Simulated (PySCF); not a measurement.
C2H7BGe, SMILES B/C=[CH]\[GeH3], GFN2-xTB optimised geometry.

```
11

B      1.39    -1.42     0.00
C     -0.15    -1.42     0.00
C     -0.90    -0.31     0.00
Ge    -0.27     1.54     0.00
H      1.98    -2.43    -0.01
H      1.96    -0.40     0.01
H     -0.68    -2.37     0.00
H     -1.98    -0.41     0.00
H     -1.47     2.43     0.00
H      0.54     1.87     1.21
H      0.54     1.87    -1.21
```

Density from PBE0/def2-TZVP in PySCF 2.14.0 at that geometry.

Minimum of the electron density along straight lines between bonded atoms, close to the bond critical point (lines longer than 1.1 times the sum of covalent radii, or with two minima, are not listed):

```tsv
bond	length / Å	ρ at the minimum / e bohr⁻³	∇²ρ there / e bohr⁻⁵	position (fraction from the first atom)
B1–C2	1.540	0.194	-0.18	0.33
C2–C3	1.341	[?]	-1.06	0.48
C3–Ge4	1.952	0.128	[?]	0.53
B1–H5	1.169	0.193	-0.34	0.44
B1–H6	1.172	0.190	[?]	0.44
C2–H7	1.088	0.281	-0.98	0.64
C3–H8	1.088	0.283	-1.00	0.65
Ge4–H9	1.498	0.142	0.10	0.59
Ge4–H10	1.493	0.143	0.09	0.60
Ge4–H11	1.493	0.143	0.09	0.60
```

Problem. What belongs in the gaps?

Solution. 
- C2–C3, ρ at the minimum / e bohr⁻³: 0.346
- C3–Ge4, ∇²ρ there / e bohr⁻⁵: 0.12
- B1–H6, ∇²ρ there / e bohr⁻⁵: -0.32
